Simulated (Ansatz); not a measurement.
A run for Ansatz (a program for electronic structure): R-CCSD(T)/cc-pVDZ on C3H8O2 (SMILES COCOC), a point of a torsion scan.

Ansatz 0.2 input:
```yaml
crystal:
  periodic: [false, false, false]
  atoms:
    - {symbol: C, position_ang: [2.09476838, 0.42222915, -0.10859596]}
    - {symbol: O, position_ang: [1.39712089, -0.62407576, 0.53651574]}
    - {symbol: C, position_ang: [0.01774245, -0.45858052, 0.68369803]}
    - {symbol: O, position_ang: [-0.43268125, 0.74990790, 0.14872589]}
    - {symbol: C, position_ang: [-1.81740149, 0.92554151, 0.29498163]}
    - {symbol: H, position_ang: [2.00164425, 1.36384827, 0.43886047]}
    - {symbol: H, position_ang: [1.73991087, 0.56981583, -1.13197658]}
    - {symbol: H, position_ang: [3.13437393, 0.10126922, -0.11957653]}
    - {symbol: H, position_ang: [-0.48977540, -1.30895988, 0.18222756]}
    - {symbol: H, position_ang: [-0.22481752, -0.50927881, 1.76570223]}
    - {symbol: H, position_ang: [-2.10688821, 0.93050330, 1.35295332]}
    - {symbol: H, position_ang: [-2.37416736, 0.13222554, -0.21861799]}
    - {symbol: H, position_ang: [-2.05218331, 1.88793046, -0.15395481]}
basis:
  gaussian:
    orbitals: cc-pVDZ
magnetization: {spin_polarized: false}
correlation: {method: ccsd_t, electrons: outside_noble_gas}
scf: {lower_state_search: off}
```

The head of its log:

```
WARN ansatz: RAYON_NUM_THREADS=1 ignored (pool sized by the plan → 1); use --threads N
Functional definition: HF
these checks for a lower state are left out or cut short: stability, starts, cluster_reference, orbital_swaps, neighbouring_geometries, increment
integrals: 0.16 GiB planned
991 factors; integrals over basis functions are off by at most 1.3e-3 eV
mean field: 0.30 GiB planned
mean field evaluation 1: about -7288.9060 eV, gradient 3.2e1 eV
mean field evaluation 2: about -7289.1329 eV, gradient 3.2e1 eV
mean field evaluation 4: about -7291.5636 eV, gradient 4.3e0 eV
mean field evaluation 8: about -7291.6081 eV, gradient 1.5e-1 eV
mean field -7291.60816129 eV, -267.9616574977 hartree, gradient 5.2e-6 eV, S^2 0.000000; 0 other end points of the search recorded, 0 dependent functions left out
5 core orbitals not correlated
reference -7291.60816129 eV, -267.9616574977 hartree; 16, 16 occupied and 89, 89 virtual orbitals, 991 factors
```

Problem. What total energy does the run end on?

Solution. -268.8337 hartree (reference determinant -267.9617, T1 diagnostic 0.010).
